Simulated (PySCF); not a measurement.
Cd(NH2)(SMe) (CH₅CdNS), SMILES [NH2][Cd][S]C.

The structure is a stationary point at PBE0-D3(BJ)/def2-SVP. The structure was generated by enumeration; whether it is a known compound was not checked. The def2 effective core potentials stand for the cores of Cd; spin–orbit coupling is left out. One conformer was computed; it need not be the lowest.

Two levels are set side by side: TDDFT-PBE/def2-SVPD (PySCF) and TDDFT-B3LYP/def2-SVPD (PySCF). Vertical, same geometry. The lowest singlet is HOMO→LUMO 100 % with PBE and HOMO→LUMO 98 % with the other functional; states are paired by order. Differences are taken from unrounded values.

```
quantity                               TDDFT-PBE
-------------------------------------  ---------
lowest singlet excitation (eV)              3.82
lowest triplet excitation (TDA) (eV)        3.52
first bright state (f over 0.05) (eV)       5.55
its oscillator strength                     0.17
```

Question: These are the TDDFT-PBE values. What does TDDFT-B3LYP give? (Estimate from the structure and the level; the computed values follow.)

Answer: 
| quantity | TDDFT-B3LYP | TDDFT-PBE minus TDDFT-B3LYP |
|---|---|---|
| lowest singlet excitation (eV) | 4.14 | -0.32 |
| lowest triplet excitation (TDA) (eV) | 3.82 | -0.30 |
| first bright state (f over 0.05) (eV) | 5.83 | -0.28 |
| its oscillator strength | 0.17 | 0.00 |

A lower first singlet is the usual sign of a functional without exact exchange. Differences between two approximate levels are no errors against the true value.

Rough cost on one machine, each run with all the roots and properties that it gave: TDDFT-B3LYP against TDDFT-PBE about 3 times.
